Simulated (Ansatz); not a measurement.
Species: MoS4, net charge -2, singlet state. 
Structure (B3LYP-D3(BJ)/def2-TZVP (Ansatz, a quantum-chemistry and plane-wave program) minimum search):
```
Mo
S 1 2.2086
S 1 2.2086 2 109.47
S 1 2.2086 2 109.47 3 -120.00
S 1 2.2086 2 109.47 4 -120.00
```
Charge -2, spin multiplicity 1.

Basis-set convergence of Hartree-Fock and CCSD(T) correlation energies (hartree) with Ansatz. Valence correlation only, unless marked. Spin-orbit coupling is left out. The frozen core is the preceding noble-gas configuration, with the filled d and f shells of earlier blocks. In def2 rows, elements after Kr have scalar-relativistic effective core potentials. This anion needs diffuse functions, which these sets lack.

The T1 diagnostic of CCSD in the largest basis is 0.030, which is high, so the coupled-cluster rows are less sure than usual.

| basis | functions | E(HF) | E(corr, CCSD(T)) |
|---|---|---|---|
| def2-SVP | 103 | -1657.20867 | -0.84081 |
| def2-TZVPP | 224 | -1657.79898 | -1.10104 |
| def2-QZVPP | 361 | ? | ? |

**Question.** Some entries are withheld; supply them.

**Answer.** 
- def2-QZVPP, E(HF): -1657.85218
- def2-QZVPP, E(corr, CCSD(T)): -1.17756
